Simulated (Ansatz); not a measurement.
The same groups moved round the core (silole methyl+methyl+methyl+methyl). Isolated molecules, 0 K electronic values unless said otherwise. Strings in code marks are SMILES.

Quantity: electronic energy of isomers of C8H14Si relative to `CC1=C[Si](C)(C)C=C1C`, in eV. The restricted reference of `CC1=C[Si](C)(C)C(C)=C1` and `CC1=C[Si](C)(C)C=C1C` is unstable towards unrestricted orbitals.

Case: `CC1=C[Si](C)(C)C(C)=C1`. Geometry of `C1[Si](C)(C)C(C)=CC=1C` (neutral, multiplicity 1, Å):

```xyz
23

C      3.2257    -0.6089    -0.4314
C      1.7500    -0.4044    -0.2403
C      0.8104    -1.3826    -0.2122
Si    -0.8553    -0.5686     0.0527
C     -1.6988    -1.0302     1.6759
C     -2.0594    -0.7717    -1.3854
C     -0.0866     1.1636     0.1085
C     -0.7683     2.4828     0.3001
C      1.2432     0.9889    -0.0629
H      3.4790    -1.6719    -0.5510
H      3.7911    -0.2098     0.4290
H      3.5850    -0.0621    -1.3209
H      1.0810    -2.4346    -0.3329
H     -2.0371    -2.0793     1.6635
H     -2.5819    -0.3941     1.8537
H     -1.0068    -0.9034     2.5230
H     -2.4061    -1.8148    -1.4688
H     -1.5792    -0.4931    -2.3363
H     -2.9471    -0.1323    -1.2468
H     -0.0583     3.3264     0.2877
H     -1.5222     2.6624    -0.4871
H     -1.3166     2.5150     1.2587
H      1.9584     1.8228    -0.0768
```

Problem. What electronic energy of isomers of C8H14Si relative to `CC1=C[Si](C)(C)C=C1C` does frozen-core CCSD(T)/cc-pVDZ // B3LYP-D3(BJ)/def2-SVP (Ansatz, a first-principles code) give?

Solution. 0.034 eV.
